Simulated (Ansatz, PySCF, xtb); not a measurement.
Pair of molecules: CH3F (SMILES CF) (first 5 atoms) with CHN (SMILES C#N); geometry from B3LYP-D3(BJ)/def2-TZVP.
(charge 0, multiplicity 1):
```xyz
8

C     -0.0832     0.4859    -0.5054
F     -0.1548    -0.6706     0.2818
H      0.8397     0.4488    -1.0823
H     -0.9494     0.5029    -1.1653
H     -0.0876     1.3538     0.1537
C     -0.2656    -0.1929     3.3268
N     -0.2974     0.2014     4.4031
H     -0.2352    -0.5474     2.3157
```

Counterpoise-corrected where a basis set is named; no monomer relaxation. Rows marked so take none.

Rows in STO-3G carry no dispersion term and start afresh at each structure.

Programs: Ansatz (an electronic-structure program) with Gaussian orbitals; PySCF for STO-3G rows, the dispersion terms; xtb for the GFN methods. Values without a source in brackets are computed.

Task: One of these levels gives -1.41 kcal/mol for the interaction energy. Which one is it?
A. GFN2-xTB
B. BLYP-D3(BJ)/def2-TZVPPD
C. HF/STO-3G (no counterpoise)

Result: A, GFN2-xTB. The others give -2.91 (HF/STO-3G (no counterpoise)), -3.37 (BLYP-D3(BJ)/def2-TZVPPD)
